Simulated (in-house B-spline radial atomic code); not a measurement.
# Cd5+: [Kr] 4d7

Level of theory: Dirac-Kohn-Sham wB97X, spherical fractional occupations, Fermi nucleus of rms radius 4.6087 fm; calculated with a radial B-spline atomic code at the basis-set limit.

Z_r = [3n² - l(l+1)]/(2<r>); Z_e = n√(-2ε); the last column is Slater's effective charge. Values are occupation-weighted means over j. An effective charge above Z reflects the relativistic contraction of the inner shells.

```tsv
shell	electrons	ε (eV)	<r> (bohr)	Z_r	Z_e	Slater
1s	2	-26647	0.03039	49.35	44.26	47.70
2s	2	-4038.2	0.1312	45.72	34.46	43.85
2p	6	-3634.3	0.1147	43.60	32.69	43.85
3s	2	-823.56	0.3575	37.76	23.34	36.75
3p	6	-689.99	0.3562	35.09	21.36	36.75
3d	10	-479.29	0.3342	31.42	17.81	26.85
4s	2	-186.35	0.8669	27.69	14.80	20.25
4p	6	-145.65	0.9338	24.63	13.09	20.25
4d	7	-82.336	1.112	18.89	9.84	9.90
```

The least bound orbital is 4d5/2 at -81.98 eV, and it is also the most diffuse (<r> = 1.116 bohr).

Spin-orbit splittings of the orbital energies (j = l + 1/2 above j = l - 1/2 when positive): 2p 192.6 eV, 3p 34.62 eV, 3d 7.026 eV, 4p 6.193 eV, 4d 0.8875 eV.

For the 1s electron the small component carries 3.1 % of the norm, the zero-frequency Breit interaction raises the level by 59.44 eV, self-energy by 33.38 eV, and vacuum polarisation lowers it by 4.257 eV.

Caution: exact exchange at fractional occupations of open shells leaves self-interaction of up to several eV.
